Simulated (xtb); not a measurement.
C₄H₁₁Ge (SMILES C[C](C)[CH2][GeH3]), doublet, geometry from GFN2-xTB; GFN1-xTB (xtb).

Here is a job for xtb.
```
$ xtb mol.xyz --gfn 1 --uhf 1 --etemp 5000 --json

# file mol.xyz
16

C     -1.85035356     1.56009507     0.14592461
C     -1.57669076     0.11504733    -0.06642678
C     -2.07325179    -0.86283119     0.93630274
C     -0.47103887    -0.27125152    -0.93856462
Ge     1.35925460    -0.13968053    -0.06768165
H     -2.85248235     1.71641892     0.54198171
H     -1.74655752     2.11849549    -0.78413121
H     -1.14053095     1.99270829     0.86601577
H     -1.39644362    -0.91652367     1.80145150
H     -2.13128078    -1.86437527     0.51056702
H     -3.05654015    -0.57954374     1.30802397
H     -0.56352042    -1.30878474    -1.26621876
H     -0.41699272     0.36701745    -1.82302937
H      1.48452088    -1.01152390     1.14606699
H      2.47398997    -0.54191736    -0.99123372
H      1.67770040     1.25144752     0.39290304
```

Q: Write the output that xtb gives for this input, abridged.

A: 
```
   ID    Z sym.   atoms
    1    6 C      1-4
    2   32 Ge     5
    3    1 H      6-16

           -------------------------------------------------
          |                Calculation Setup                |
           -------------------------------------------------

           -------------------------------------------------
          |                 G F N 1 - x T B                 |
           -------------------------------------------------

          ...................................................
          :                      SETUP                      :
          :.................................................:
          :  # basis functions                  48          :
          :  # atomic orbitals                  47          :
          :  # shells                           33          :
          :  # electrons                        31          :
          :  # halogen bonds                     0          :
          :  max. iterations                   250          :
          :  Hamiltonian                  GFN1-xTB          :
          :  restarted?                      false          :
          :  GBSA solvation                  false          :
          :  PC potential                    false          :
          :  electronic temp.         5000.0000000     K    :
          :  accuracy                    1.0000000          :
          :  -> integral cutoff          0.2500000E+02      :
          :  -> integral neglect         0.1000000E-07      :
          :  -> SCF convergence          0.1000000E-05 Eh   :
          :  -> wf. convergence          0.2000000E-04 e    :
          :  Broyden damping             0.4000000          :
          :  net charge                          0          :
          :  unpaired electrons                  1          :
          ...................................................

 iter      E             dE          RMSdq      gap      omega  full diag
   1    -16.0657472 -0.160657E+02  0.734E+00    3.25       0.0  T
   2    -16.1226987 -0.569515E-01  0.437E+00    1.42       1.0  T
   3    -15.9525642  0.170135E+00  0.284E+00    5.19       1.0  T
   4    -16.1844754 -0.231911E+00  0.598E-01    3.20       1.0  T
   5    -16.1939174 -0.944208E-02  0.161E-01    2.71       1.0  T
   6    -16.1939246 -0.714225E-05  0.614E-02    2.72       1.0  T
   7    -16.1939526 -0.280418E-04  0.118E-02    2.70       2.1  T
   8    -16.1939547 -0.211895E-05  0.378E-03    2.69       6.6  T
[...]
         :: total energy             -15.989411248680 Eh    ::
[...]
     6H     0.03488  0.08740   0.965  0.000  0.000
     7H     0.03542  0.08799   0.965  0.000  0.000
     8H     0.04348  0.09510   0.957  0.000  0.000
     9H     0.04346  0.09507   0.957  0.000  0.000
    10H     0.03541  0.08795   0.965  0.000  0.000
    11H     0.03477  0.08732   0.965  0.000  0.000
    12H     0.04762  0.10472   0.952  0.000  0.000
    13H     0.04772  0.10482   0.952  0.000  0.000
    14H    -0.04259  0.02260   1.043  0.000  0.000
    15H    -0.04035  0.02417   1.040  0.000  0.000
    16H    -0.04269  0.02252   1.043  0.000  0.000

Wiberg/Mayer (AO) data.
largest (>0.10) Wiberg bond orders for each atom

 ---------------------------------------------------------------------------
     #   Z sym  total        # sym  WBO       # sym  WBO       # sym  WBO
 ---------------------------------------------------------------------------
     1   6 C    3.993 --     2 C    1.053     6 H    0.978     7 H    0.973
                             8 H    0.937
     2   6 C    3.432 --     4 C    1.131     1 C    1.053     3 C    1.053
     3   6 C    3.993 --     2 C    1.053    11 H    0.978    10 H    0.973
                             9 H    0.937
     4   6 C    3.977 --     2 C    1.131    12 H    0.934    13 H    0.933
                             5 Ge   0.871
     5  32 Ge   3.886 --    16 H    0.917    14 H    0.917    15 H    0.914
                             4 C    0.871
     6   1 H    1.006 --     1 C    0.978
     7   1 H    1.006 --     1 C    0.973
     8   1 H    0.996 --     1 C    0.937
     9   1 H    0.996 --     3 C    0.937
    10   1 H    1.006 --     3 C    0.973
    11   1 H    1.006 --     3 C    0.978
    12   1 H    1.005 --     4 C    0.934
    13   1 H    1.005 --     4 C    0.933
    14   1 H    0.992 --     5 Ge   0.917
    15   1 H    0.991 --     5 Ge   0.914
    16   1 H    0.992 --     5 Ge   0.917
 ---------------------------------------------------------------------------

Topologies differ in total number of bonds
Writing topology from bond orders to xtbtopo.mol

 dipole moment from electron density (au)
     X       Y       Z
  -0.6057   0.0175  -0.0992  total (Debye):    1.561

           -------------------------------------------------
          | TOTAL ENERGY              -15.989411248680 Eh   |
          | GRADIENT NORM               0.010880313381 Eh/α |
          | HOMO-LUMO GAP               2.692009234301 eV   |
           -------------------------------------------------

normal termination of xtb
```
